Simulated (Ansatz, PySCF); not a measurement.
Zn(I)(GeH3) (GeH₃IZn), SMILES [GeH3][Zn][I]. Atoms are numbered in the order given.

```xyz
6

Zn     0.0000     0.0000     0.3781
I      0.0000     0.0000    -2.0718
Ge     0.0000     0.0000     2.7655
H      1.2445     0.7185     3.3235
H     -1.2445     0.7185     3.3235
H      0.0000    -1.4370     3.3235
```
Charge 0, spin multiplicity 1.

Geometry: PBE0-D3(BJ)/def2-SVP. The structure was generated by enumeration; whether it is a known compound was not checked. The def2 effective core potentials stand for the cores of I; spin–orbit coupling is left out.

Vertical ionisation energy (IE) and electron affinity (EA) in eV. Rows of orbital energies are one-electron estimates. Where ΔSCF, EOM or ADC give a negative EA the extra electron is unbound and the value depends on the basis.

```
level                                                                       IE     EA
------------------------------------------------------------------------  ----  -----
−ε(HOMO), −ε(LUMO), ωB97X/def2-TZVPD (PySCF)                              9.83  -0.50
−ε(HOMO), −ε(LUMO), PBE/def2-TZVPD (PySCF)                                6.54   1.92
ΔSCF, CAM-B3LYP/def2-SVPD (Ansatz), final states of multiplicity 2 and 2  9.78  -0.24
ΔSCF, PBE/def2-SVPD (Ansatz), final states of multiplicity 2 and 2        9.37  -0.04
```

**Question.** What vertical singlet–triplet gap does ΔSCF give with CAM-B3LYP/def2-SVPD (Ansatz, a quantum-chemistry and plane-wave program) and with PBE/def2-SVPD (Ansatz)? (An estimate is asked for; the answer gives what the named calculation found.)

**Answer.** 5.17 and 4.67 eV (triplet above singlet where positive).
